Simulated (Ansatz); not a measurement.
CH₅AlBFO (`C[BH][Al]([OH])[F]`) at its PBE0-D4/def2-TZVP geometry, where that method's forces vanish. Total charge 0; spin multiplicity 1.

```xyz
10

C    -1.2093    0.0824    1.1825
B     0.2949    0.3361    0.9166
Al    1.1921   -0.0849   -0.9757
O     0.2469   -0.7627   -2.2080
F     2.7870    0.2109   -1.3155
H    -1.7114   -0.6329    0.5301
H    -1.4732   -0.0957    2.2280
H    -1.6456    1.0710    0.9369
H     0.9432    0.8526    1.7855
H     0.5753   -0.9767   -3.0803
```

Task: What forces (eV/Å) does PBE-D4/def2-TZVPP give on these atoms in Ansatz? (An estimate is asked.)

Result: Ansatz gave: 
```
C1   0.179 -0.076 -0.021
B2  -0.030 -0.018 -0.055
Al3 -0.178  0.072  0.339
O4  -0.428 -0.069  0.128
F5   0.503  0.102 -0.082
H6  -0.114 -0.127 -0.134
H7  -0.068 -0.014  0.213
H8  -0.090  0.186 -0.040
H9   0.079  0.053  0.085
H10  0.148 -0.110 -0.432
```
